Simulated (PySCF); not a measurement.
**Shapes and spin states of Fe₂Cl⁺**

All numbers come from PBE0/[Cl def2-SVP, Fe def2-SVP], no relativity, density fitting, PySCF.

Relaxations began from a few typed shapes and spin states; open shells are unrestricted. The search is not exhaustive: other isomers or separated fragments can lie lower, and high-lying points may rest on an excited occupation.

(1) Which is the lowest minimum found?
A. septet (⟨S²⟩ 12.51) C2v: Cl–Fe 2.255 Å (×2); Fe–Cl–Fe 122.8°
B. singlet C2v: Cl–Fe 2.215 Å (×2), Fe–Fe 2.332 Å; Cl–Fe–Fe 58.2° (×2), Fe–Cl–Fe 63.5°
C. singlet (closed shell, unstable to spin polarisation) D∞h: Cl–Fe 2.162 Å (×2); Fe–Cl–Fe 180.0°

Results:

(1) A. The others lie at 501.0 (singlet C2v), 724.0 (singlet D∞h, a saddle point) kJ/mol above it.

For the lowest minimum: the determinant is spin-contaminated (⟨S²⟩ = 12.51, pure value 12.00). The spin densities have lower symmetry than the nuclear frame. Other spin states or occupations of the open shell can lie lower.

The electron or spin density has lower symmetry than the nuclear frame for the singlet (closed shell, unstable to spin polarisation) D∞h at 724.0 kJ/mol.
